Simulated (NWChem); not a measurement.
System: C₃F₃, doublet; SMILES [C]#CC(F)(F)F

Excerpt of the output:

```
             Northwest Computational Chemistry Package (NWChem) 7.3.0
             --------------------------------------------------------

 C3  symmetry detected

                             Geometry "geometry" -> ""
                             -------------------------

 Output coordinates in angstroms (scale by  1.889725989 to convert to a.u.)

  No.       Tag          Charge          X              Y              Z
 ---- ---------------- ---------- -------------- -------------- --------------
    1 C                    6.0000    -0.00000000     0.00000000     2.40579753
    2 C                    6.0000    -0.00000000    -0.00000000     1.21279613
    3 C                    6.0000     0.00000000     0.00000000    -0.26215011
    4 F                    9.0000     0.12914653    -1.23649554    -0.74587634
    5 F                    9.0000    -1.13540982     0.50640359    -0.74587634
    6 F                    9.0000     1.00626328     0.73009195    -0.74587634

 Effective nuclear repulsion energy (a.u.)     222.2596809189

      Symmetry information
      --------------------

 Group name             C3
 Group number              5
 Group order               3
 No. of unique centers     4

                                Z-matrix (autoz)
                                --------

 Units are Angstrom for bonds and degrees for angles

      Type          Name      I     J     K     L     M      Value
      ----------- --------  ----- ----- ----- ----- ----- ----------
    1 Stretch                  1     2                       1.19300
    2 Stretch                  2     3                       1.47495
    3 Stretch                  3     4                       1.33401
    4 Stretch                  3     5                       1.33401
    5 Stretch                  3     6                       1.33401
    6 Bend                     1     3     4               111.26056
    7 Bend                     1     3     5               111.26056
    8 Bend                     1     3     6               111.26056
    9 Bend                     2     3     4               111.26056
   10 Bend                     2     3     5               111.26056
   11 Bend                     2     3     6               111.26056
   12 Bend                     4     3     5               107.62412
   13 Bend                     4     3     6               107.62412
   14 Bend                     5     3     6               107.62412
   15 Torsion                  1     2     4     3         180.00000
   16 Torsion                  1     2     5     3         180.00000
   17 Torsion                  1     2     6     3        -180.00000

                           NWChem Geometry Optimization
                           ----------------------------

 maximum gradient threshold         (gmax) =   0.000450
 rms gradient threshold             (grms) =   0.000300
 maximum cartesian step threshold   (xmax) =   0.001800
 rms cartesian step threshold       (xrms) =   0.001200
 fixed trust radius                (trust) =   0.300000
 source of zmatrix                         =   autoz

          -------------------
          Energy Minimization
          -------------------

 Using diagonal initial Hessian
 Scaling for Hessian diagonals: bonds = 1.00  angles = 0.25  torsions = 0.10

          --------
          Step   0

                                 NWChem DFT Module
                                 -----------------

 Summary of "ao basis" -> "ao basis" (spherical)
 ------------------------------------------------------------------------------
       Tag                 Description            Shells   Functions and Types
 ---------------- ------------------------------  ------  ---------------------
 C                          def2-svp                 6       14   3s2p1d
 F                          def2-svp                 6       14   3s2p1d

      Symmetry analysis of basis
      --------------------------

        a          32
        e+         26
        e-         26

  Rotation of axis

[...]

      ----------------------
      Optimization converged
      ----------------------

  Step       Energy      Delta E   Gmax     Grms     Xrms     Xmax
  ---- ---------------- -------- -------- -------- -------- --------
@    3    -412.91817042 -1.1D-06  0.00004  0.00001  0.00050  0.00123
                                     ok       ok       ok       ok

                                Z-matrix (autoz)
                                --------

 Units are Angstrom for bonds and degrees for angles

      Type          Name      I     J     K     L     M      Value     Gradient
      ----------- --------  ----- ----- ----- ----- ----- ---------- ----------
    1 Stretch                  1     2                       1.21032   -0.00004
    2 Stretch                  2     3                       1.47281   -0.00004
    3 Stretch                  3     4                       1.32972   -0.00000
    4 Stretch                  3     5                       1.32972   -0.00000
    5 Stretch                  3     6                       1.32972   -0.00000
    6 Bend                     1     3     4               110.82355    0.00001
    7 Bend                     1     3     5               110.82355    0.00001
    8 Bend                     1     3     6               110.82355    0.00001
    9 Bend                     2     3     4               110.82355    0.00001
   10 Bend                     2     3     5               110.82355    0.00001
   11 Bend                     2     3     6               110.82355    0.00001
   12 Bend                     4     3     5               108.08569   -0.00001
   13 Bend                     4     3     6               108.08569   -0.00001
   14 Bend                     5     3     6               108.08569   -0.00001
   15 Torsion                  1     2     4     3        -180.00000   -0.00000
   16 Torsion                  1     2     5     3         180.00000    0.00000
   17 Torsion                  1     2     6     3         180.00000   -0.00000

                         Geometry "geometry" -> "geometry"
                         ---------------------------------

 Output coordinates in angstroms (scale by  1.889725989 to convert to a.u.)

  No.       Tag          Charge          X              Y              Z
 ---- ---------------- ---------- -------------- -------------- --------------
    1 C                    6.0000     0.00000000     0.00000000     2.41329212
    2 C                    6.0000     0.00000000     0.00000000     1.20297080
    3 C                    6.0000     0.00000000    -0.00000000    -0.26983430
    4 F                    9.0000     0.12910917    -1.23613785    -0.74253803
    5 F                    9.0000    -1.13508137     0.50625710    -0.74253803
    6 F                    9.0000     1.00597219     0.72988075    -0.74253803

 Effective nuclear repulsion energy (a.u.)     222.3872764318

      Symmetry information
      --------------------

[...]

 Rotational Constants
 --------------------
 A=   0.191477 cm-1  (  0.275486 K)
 B=   0.103092 cm-1  (  0.148323 K)
 C=   0.103092 cm-1  (  0.148323 K)

 Temperature                      =   298.15K
 frequency scaling parameter      =   1.0000

 Zero-Point correction to Energy  =   14.208 kcal/mol  (  0.022642 au)
 Thermal correction to Energy     =   17.453 kcal/mol  (  0.027813 au)
 Thermal correction to Enthalpy   =   18.045 kcal/mol  (  0.028757 au)

 Total Entropy                    =   71.557 cal/mol-K
   - Translational                =   39.484 cal/mol-K (mol. weight =  92.9952)
   - Rotational                   =   23.981 cal/mol-K (symmetry #  =        3)
   - Vibrational                  =    8.092 cal/mol-K

 Cv (constant volume heat capacity) =   16.666 cal/mol-K
   - Translational                  =    2.979 cal/mol-K
   - Rotational                     =    2.979 cal/mol-K
   - Vibrational                    =   10.707 cal/mol-K

[normal modes left out]

 ----------------------------------------------------------------------------
 Normal Eigenvalue ||           Projected Infra Red Intensities
  Mode   [cm**-1]  || [atomic units] [(debye/angs)**2] [(KM/mol)] [arbitrary]
 ------ ---------- || -------------- ----------------- ---------- -----------
    1       -0.000 ||    0.000087           0.002         0.085       0.014
    2       -0.000 ||    0.000304           0.007         0.296       0.048
    3       -0.000 ||    0.000311           0.007         0.303       0.050
    4       -0.000 ||    0.000021           0.000         0.020       0.003
    5        0.000 ||    0.000080           0.002         0.078       0.013
    6        0.000 ||    0.000083           0.002         0.081       0.013
    7      171.253 ||    0.000053           0.001         0.052       0.008
    8      171.268 ||    0.000053           0.001         0.052       0.008
    9      451.569 ||    0.000507           0.012         0.494       0.081
   10      451.573 ||    0.000507           0.012         0.494       0.081
   11      554.288 ||    0.011476           0.265        11.188       1.833
   12      610.998 ||    0.001137           0.026         1.108       0.182
   13      611.001 ||    0.001137           0.026         1.109       0.182
   14      841.870 ||    0.002459           0.057         2.397       0.393
   15     1249.621 ||    0.307219           7.088       299.492      49.069
   16     1249.622 ||    0.307217           7.088       299.490      49.069
   17     1282.699 ||    0.470919          10.864       459.076      75.215
   18     2297.511 ||    0.023403           0.540        22.815       3.738
 ----------------------------------------------------------------------------
```

Level: PBE0/def2-SVP, spin-unrestricted. In the optimisation the excess spin sits in a (C3, its own frame).

Write an input that gives this output.

One answer among several that fit: the input that was run:
```
start job
memory heap 200 mb stack 900 mb global 1100 mb
geometry units angstroms
  C      2.428785     0.013235     0.054234
  C      1.236100     0.006573     0.027579
  C     -0.238458    -0.001321    -0.005327
  F     -0.699553    -0.982653    -0.782471
  F     -0.748620    -0.178526     1.214470
  F     -0.717995     1.149304    -0.480442
end
basis spherical
  * library def2-svp
end
dft
  odft
  mult 2
  xc pbe0
  iterations 150
end
driver
  maxiter 120
end
task dft optimize
task dft freq
```
